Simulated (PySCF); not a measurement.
Germanium: a sound run and one with changed settings

Sound run: Ge²⁺ [Ar] 3d10 4s2, Ge³⁺ [Ar] 3d10 4s1. Calculation: PySCF 2.14, in cc-pVDZ-PP with ECP10MDF; a scalar-relativistic core potential. The sound run starts from symmetry-adapted Hartree-Fock orbitals and uses a fine grid where one is needed.

Changed run: basis STO-3G, all-electron and non-relativistic. This setting is unsound on purpose.

```tsv
species	method	sound run (hartree)	changed run (hartree)	converged
Ge²⁺	UHF	-292.50960	-2050.96627	yes
Ge²⁺	PBE0	-293.61150	-2051.91933	yes
Ge²⁺	PBE	-293.65031	-2051.72829	yes
Ge³⁺	UHF	-291.32584	-2049.87028	yes
Ge³⁺	PBE0	-292.36237	-2050.77362	yes
Ge³⁺	PBE	-292.38874	-2050.57673	yes
```

Ionisation energy of Ge²⁺:

```json
{"method": "UHF", "sound run (eV)": "32.212", "changed run (eV)": "29.823"}
{"method": "PBE0", "sound run (eV)": "33.991", "changed run (eV)": "31.177"}
{"method": "PBE", "sound run (eV)": "34.329", "changed run (eV)": "31.336"}
```

A minimal basis cannot let orbitals breathe on ionisation and holds almost no correlation. The Hamiltonian changed with the basis, so the totals do not compare.

For comparison, NIST gives 34.058 eV between the lowest levels.
